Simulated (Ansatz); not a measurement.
Two structures of Si2H6O3F2, closed shell, reached by relaxing down either side of one saddle point (PBE0-D4/def2-TZVP). Energies are electronic, without zero-point energy. Ansatz 0.2.0; basis: def2-TZVPP and def2-QZVPP; cores frozen in the correlated methods. Extrapolation: Hartree–Fock as exp(−7.88 √X), correlation as X^−2.97. First:

Si1  (-0.610, -0.136, 1.374)
O2  (-0.202, -0.451, -0.163)
Si3  (-0.485, -1.530, -1.378)
F4  (-0.050, -1.288, 2.297)
F5  (-2.180, -0.218, 1.518)
O6  (-0.060, 1.290, 1.837)
H7  (1.190, 1.423, -0.817)
O8  (1.323, 2.232, -0.311)
H9  (-1.904, -1.463, -1.800)
H10  (0.397, -1.135, -2.504)
H11  (-0.149, -2.904, -0.931)
H12  (0.460, 1.791, 1.179)
H13  (2.270, 2.390, -0.302)
(Å)

Second:

Si1  (0.427, 0.957, 2.044)
O2  (-0.445, -0.112, -1.045)
Si3  (-0.795, -1.179, -2.261)
F4  (0.759, 2.459, 2.400)
F5  (0.627, 0.171, 3.397)
O6  (-1.058, 0.774, 1.486)
H7  (0.459, -0.066, -0.706)
O8  (1.485, 0.421, 0.917)
H9  (-2.245, -1.035, -2.517)
H10  (-0.020, -0.854, -3.487)
H11  (-0.481, -2.575, -1.857)
H12  (-1.136, 0.486, 0.559)
H13  (2.423, 0.551, 1.068)
(Å)

Q: Which bonds change from the first to the second?

A: Si₂H₄O₂F₂ ([OH][Si]([F])([F])[O][SiH3]) + H₂O → SiH₂O₂F₂ ([OH][Si]([OH])([F])[F]) + SiH₄O ([OH][SiH3]); bonds formed: Si1–O8, O2–H7; bonds broken: Si1–O2, H7–O8.

Q: Give the saddle point's structure and its height above each. (An estimate is asked for; the value comes from the calculation.)

A: By the calculation: 32.61 kcal/mol above the first and 28.80 kcal/mol above the second (CCSD(T) at an estimated basis limit (MP2 extrapolated from triple and quadruple zeta, plus CCSD(T) − MP2 in triple zeta)).
```
13
angstrom
Si 0.0613 0.5555 1.1383
O 0.0138 0.0929 -0.6927
Si -0.6225 -1.2275 -1.4607
F 0.5925 0.9773 2.5991
F -0.2543 -0.9705 1.5063
O -1.1454 1.6314 1.0106
H 1.2431 0.4378 -0.4802
O 1.6592 0.9497 0.4345
H -2.0480 -1.3697 -1.0772
H -0.5164 -0.9870 -2.9220
H 0.1264 -2.4619 -1.1164
H -1.5708 1.6587 0.1529
H 2.4610 0.7133 0.9077
```

No T1 diagnostic of these runs exceeds 0.012.

Labels in which every atom is bracketed show which atoms are joined, not bond orders.

For scale, one of the runs: CCSD(T)/def2-TZVPP, 323 basis functions, launched by `ansatz run in.yaml --threads 4 --pin off --events-out ev --progress --plain --max-ram 41984MiB --backend cuda --devices 0, --max-vram 37GiB`. Hardware: 4 CPU threads of an AMD EPYC 7R13 and a share of one NVIDIA H100, shared host. Wall time 13 s; peak host memory 0.86 GiB.
